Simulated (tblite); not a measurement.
Species: C₅H₇FO₃.
Atom-mapped SMILES: `[CH3:1][O:2]/[C:3]([F:4])=[CH:5]/[O:6][C:7]([CH3:8])=[O:9]` (hydrogens: H10, H11, H12 on C1; H13 on C5; H14, H15, H16 on C8)

Computed with GFN2-xTB (tblite), gas phase: Langevin dynamics at 300 K from the optimised GFN2-xTB geometry, time step 0.5 fs, friction 0.01 fs⁻¹, 2000 steps. The instantaneous temperature is 2·E(kin)/(3Nk) with all 3N coordinates.

```
t (fs)  T (K)  E(pot) above start (eV)  C1–O2 (Å)  O2–C3 (Å)  C3–F4 (Å)  C3=C5 (Å)  C5–O6 (Å)  C1–H10 (Å)  C1–O2–C3–F4 (°)
     0    244                    0.000      1.420      1.340      1.347      1.330      1.379       1.087                0
    25    147                    0.253      1.421      1.342      1.330      1.342      1.384       1.094               -1
    50    173                    0.296      1.415      1.328      1.365      1.355      1.378       1.080               -4
    75    204                    0.296      1.443      1.337      1.348      1.309      1.375       1.071               11
   100    187                    0.379      1.440      1.321      1.365      1.322      1.380       1.100               21
   125    237                    0.468      1.414      1.324      1.355      1.346      1.400       1.092               42
   150    255                    0.390      1.445      1.373      1.322      1.338      1.450       1.069               42
   175    231                    0.440      1.448      1.346      1.329      1.347      1.403       1.125               57
   200    249                    0.546      1.402      1.358      1.377      1.346      1.332       1.099               78
   225    271                    0.550      1.409      1.301      1.395      1.299      1.334       1.068               81
   250    317                    0.482      1.433      1.326      1.390      1.330      1.367       1.099               76
   275    220                    0.769      1.458      1.330      1.337      1.321      1.390       1.100               82
   300    339                    0.592      1.462      1.340      1.358      1.327      1.408       1.111               73
   325    379                    0.382      1.437      1.335      1.355      1.331      1.402       1.074               80
   350    381                    0.436      1.424      1.335      1.375      1.324      1.377       1.102               76
   375    322                    0.522      1.420      1.325      1.389      1.331      1.366       1.061               48
   400    288                    0.629      1.437      1.334      1.317      1.365      1.349       1.043               28
   425    356                    0.599      1.443      1.399      1.295      1.334      1.422       1.107               22
   450    340                    0.525      1.415      1.370      1.313      1.312      1.449       1.128                0
   475    288                    0.513      1.396      1.372      1.384      1.362      1.403       1.094              -14
   500    313                    0.509      1.435      1.312      1.362      1.360      1.339       1.107              -24
   525    222                    0.603      1.467      1.335      1.327      1.280      1.362       1.097              -28
   550    219                    0.586      1.490      1.339      1.390      1.339      1.413       1.090              -23
   575    228                    0.564      1.431      1.309      1.345      1.366      1.398       1.102              -49
   600    252                    0.636      1.414      1.314      1.342      1.339      1.415       1.052              -29
   625    294                    0.606      1.461      1.359      1.374      1.297      1.408       1.091              -34
   650    270                    0.638      1.448      1.313      1.339      1.363      1.353       1.130              -51
   675    217                    0.725      1.404      1.344      1.341      1.354      1.402       1.060              -50
   700    304                    0.747      1.413      1.344      1.360      1.301      1.434       1.061              -50
   725    359                    0.475      1.470      1.358      1.345      1.336      1.392       1.113              -42
   750    254                    0.643      1.407      1.311      1.343      1.344      1.372       1.082              -48
   775    298                    0.613      1.426      1.328      1.378      1.342      1.380       1.078              -48
   800    264                    0.640      1.413      1.310      1.359      1.322      1.370       1.086              -24
   825    309                    0.613      1.387      1.323      1.359      1.354      1.400       1.128              -25
   850    259                    0.663      1.432      1.308      1.367      1.302      1.422       1.113              -18
   875    312                    0.536      1.500      1.339      1.381      1.310      1.396       1.053                7
   900    340                    0.669      1.436      1.313      1.333      1.327      1.381       1.090                4
   925    391                    0.668      1.385      1.334      1.375      1.343      1.425       1.075               11
   950    302                    0.907      1.461      1.313      1.349      1.360      1.401       1.076               30
   975    424                    0.534      1.443      1.330      1.337      1.339      1.349       1.118               28
  1000    337                    0.597      1.434      1.312      1.350      1.318      1.363       1.102               20
```

Q: From 500 fs on, how do temperature and potential energy compare with equipartition?

A: The mean temperature of these 21 frames is 294 K against the target 300 K, and the mean potential energy 0.63 eV against 42 × kT/2 = 0.54 eV for 42 classical harmonic modes. For 16 atoms in a canonical ensemble the temperature itself scatters by T·√(2/(3N)) = 61 K; here its standard deviation is 55 K. The whole run lasts only 10 friction times of 100 fs, so these averages carry a wide statistical error.

Q: What are the kinetic and total energies of the listed frame with the highest potential energy?

A: The one at 950 fs, 0.907 eV above the start. Its kinetic energy is 3NkT/2 = 0.625 eV at 302 K, so the sum is 1.53 eV; over the listed frames the sum runs from 0.50 to 1.53 eV, since the thermostat adds and removes energy.

Q: How much do the listed bonds fluctuate from 500 fs on?

A: 
```tsv
bond	at the start (Å)	mean (Å)	standard deviation (Å)
C1–O2	1.420	1.436	0.030
O2–C3	1.340	1.326	0.016
C3–F4	1.347	1.355	0.017
C3=C5	1.330	1.333	0.024
C5–O6	1.379	1.389	0.026
C1–H10	1.087	1.091	0.023
```

The motion is classical and holds no zero-point motion.

What follows is the cost of the whole dynamics run. On one thread of an Intel Xeon Platinum 8488C, on a shared host, this took 15 s of wall time and 0.18 GiB of memory at its peak.
